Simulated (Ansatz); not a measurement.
Frontier orbitals of C2H7InS (`C[CH2][InH][SH]`).

The species carries charge 0 and has multiplicity 1. Correlated methods include outer-core shells of In, which these sets cover unevenly. In: def2 effective core potential. The geometry is a stationary point of PBE0-D4/def2-TZVP. It is one conformer, not always the lowest. Basis def2-TZVPP, the Gaussian-basis code of Ansatz.

Orbital energies of one run (eV). Highest occupied ones, from the top: -6.72, -6.92, -7.64, -9.38, -9.53, -10.29, -11.01, -11.57, -11.96, -16.56, -18.50, -19.98, -20.22, -20.26. Empty: -1.51, -0.52, 0.39, 1.07, 1.57, 2.07.

Problem. Which functional gave them?
A. LC-ωPBE
B. r2SCANh
C. PBE0
D. PBE

Solution. B. HOMO energies: r2SCANh -6.72, PBE -6.03, LC-ωPBE -9.88, PBE0 -7.18 eV.

LC-ωPBE has ω = 0.4 bohr⁻¹.
